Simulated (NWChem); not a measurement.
Species: CH3BeI; SMILES [CH3][Be][I]

```xyz
6

Be    -0.0004    -1.5577     0.0010
I      0.0015     0.6258     0.0008
C     -0.0008    -3.2291    -0.0028
H     -0.7847    -3.6392    -0.6637
H     -0.1796    -3.6463     1.0039
H      0.9620    -3.6403    -0.3541
```
Atoms are numbered in this order, from 1.

Structure relaxed at the PBE0/def2-SVP level. No frequency run checked for a minimum. def2 effective core potentials on I; no spin-orbit coupling.

List the 4 lowest vertical singlet excitations from B3LYP/def2-SVPD with def2 effective core potentials on I, TDA (NWChem).


```
state  energy (eV)  oscillator strength  leading excitation (squared amplitude)
-----  -----------  -------------------  --------------------------------------
S1            5.90                0.000                      HOMO → LUMO (0.51)
S2            5.94                0.000                    HOMO−1 → LUMO (0.50)
S3            5.94                0.000                  HOMO−1 → LUMO+1 (0.51)
S4            6.37                0.064                    HOMO → LUMO+2 (0.96)
```
